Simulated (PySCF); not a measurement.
C⁺: ionisation energy

C⁺ [He] 2s2 2p1 (2P) → C²⁺ [He] 2s2 (1S), as a difference of total energies. Calculation: PySCF 2.14, in x2c-TZVPPall; the spin-free X2C one-electron Hamiltonian (Gaussian nucleus). Correlated levels: valence: 1s2 frozen. The calculations carry no spin-orbit coupling.

| method | ionisation energy (eV) | plus first-order spin-orbit estimate | error of that sum (eV) |
| --- | --- | --- | --- |
| UHF | 24.166 | 24.172 | -0.211 |
| MP2 (valence) | 24.369 | 24.374 | -0.009 |
| SCS-MP2 (valence) | 24.331 | 24.336 | -0.047 |
| CCSD (valence) | 24.200 | 24.206 | -0.177 |
| CCSD(T) (valence) | 24.231 | 24.236 | -0.147 |
| CCSDT (valence) | 24.240 | 24.245 | -0.138 |

Reference: 24.383 eV (measured; NIST Atomic Spectra Database, ionization energies).

A first-order spin-orbit estimate (lowest level to lowest level, LS coupling) adds 0.005 eV.

Errors of the correlated levels include the incompleteness of this basis and the frozen core.

The coupled-cluster amplitudes are large for C²⁺ (T1 above 0.03 or a double amplitude above 0.15), so a single reference is strained.
